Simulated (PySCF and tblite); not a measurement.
Values are calculated unless marked as measured or tabulated.
System: C₃H₈B₂FN, numbered as in [CH2:1]=[C:2]([CH3:3])[BH:4][NH:5][BH:6][F:7].

Motion: rotation about the B4–C2 bond (torsion N5–B4–C2–C1 from -47° to 47°, rising). GFN2-xTB gives an electronic barrier of 2.3 kcal/mol.

Question: What does PBE0/pcSseg-1 + D3(BJ) give on GFN2-xTB geometries?

Answer: A barrier of 2.3 kcal/mol, 0.0 above the tight-binding barrier (from unrounded values) and, with GFN2-xTB thermal terms, ΔG‡(298 K) = 2.9 kcal/mol and k = 4.8×10¹⁰ s⁻¹ (1 equivalent path).

Programs: tblite and PySCF.
